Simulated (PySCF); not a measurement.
Ionisation energy of Co⁺ by level of theory

Co⁺ [Ar] 3d8 (3F) → Co²⁺ [Ar] 3d7 (4F), as a difference of total energies. Computed with PySCF 2.14 in cc-pVTZ-DK, with the spin-free X2C one-electron Hamiltonian (Gaussian nucleus). Correlated levels: valence: [Ar] frozen. The calculations carry no spin-orbit coupling.

Question: Order these methods by the ionisation energy they give, lowest first.
A. B3LYP
B. r2SCAN
C. SCS-MP2 (valence)
D. UHF

Answer: D (14.185 eV), C (16.762 eV), B (17.376 eV), A (17.609 eV).

The reference lies between the lowest fine-structure levels, while these numbers refer to the centres of the terms.

Errors of the correlated levels include the incompleteness of this basis and the frozen core.

For comparison: 17.084 eV (measured; NIST Atomic Spectra Database, ionization energies).
